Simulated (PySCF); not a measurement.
PySCF input file for C4H11As, SMILES C(C)(C)([AsH2])C, IEF-PCM-ωB97X/def2-SVP. The structure is a stationary point at PBE-D3(BJ)/def2-SVP.

```python
import numpy as np
from pyscf import gto, scf, dft
from pyscf.solvent import pcm

mol = gto.M(
    atom='''
    C    -1.36527539   -1.44698970   -0.00000003
    C    -0.84022513   -0.00780626   -0.00000000
    C    -1.30561504    0.73568435   -1.26072135
    C    -1.30561504    0.73568429    1.26072139
    As    1.19272692    0.05506171    0.00000000
    H    -2.47899892   -1.44852902   -0.00000004
    H    -1.02924202   -2.00661946    0.89610953
    H    -1.02924203   -2.00661942   -0.89610962
    H    -0.92636176    1.77788018   -1.29049226
    H    -2.41655210    0.78313076   -1.28754612
    H    -0.97274642    0.22350861   -2.18697993
    H    -0.92636176    1.77788012    1.29049235
    H    -0.97274641    0.22350850    2.18697994
    H    -2.41655210    0.78313070    1.28754615
    H     1.35459940   -1.01187178    1.10332996
    H     1.35459941   -1.01187173   -1.10333001
    ''',
    basis='def2-SVP',
    charge=0,
    spin=0,
    max_memory=1600,
    verbose=3,
)
mf = dft.RKS(mol, xc='wb97x').density_fit(auxbasis='def2-universal-jkfit')
mf.grids.level = 3
mf.conv_tol = 1e-9
mf.max_cycle = 100
mf.kernel()
res = {}
for name, eps in {'water': 78.355, 'n-hexane': 1.8819, 'acetone': 20.493}.items():
    s = mf.PCM()
    s.with_solvent.method, s.with_solvent.eps, s.with_solvent.lebedev_order = 'IEF-PCM', eps, 17
    s.kernel(mf.make_rdm1())
    res[name] = (s.e_tot, eps, s.dip_moment(), s.mo_energy, s.converged)
    print(f'{name}: electrostatic solvation free energy {(s.e_tot - mf.e_tot) * 627.509474:.3f} kcal/mol')
```

It prints:

```
converged SCF energy = -2394.52505648829

WARN: PCM is an experimental feature. It is still in testing.
Features and APIs may be changed in the future.

converged SCF energy = -2394.52699389858
Dipole moment(X, Y, Z, Debye): -1.28350, -0.42879, -0.00000
water: electrostatic solvation free energy -1.216 kcal/mol

WARN: PCM is an experimental feature. It is still in testing.
Features and APIs may be changed in the future.

converged SCF energy = -2394.52573402019
Dipole moment(X, Y, Z, Debye): -1.08834, -0.31643, -0.00000
n-hexane: electrostatic solvation free energy -0.425 kcal/mol

WARN: PCM is an experimental feature. It is still in testing.
Features and APIs may be changed in the future.

converged SCF energy = -2394.52687559081
Dipole moment(X, Y, Z, Debye): -1.26505, -0.41597, -0.00000
acetone: electrostatic solvation free energy -1.142 kcal/mol
```

Self-consistency was reached.

Cost: about 2.9 core-minutes (a rough figure).
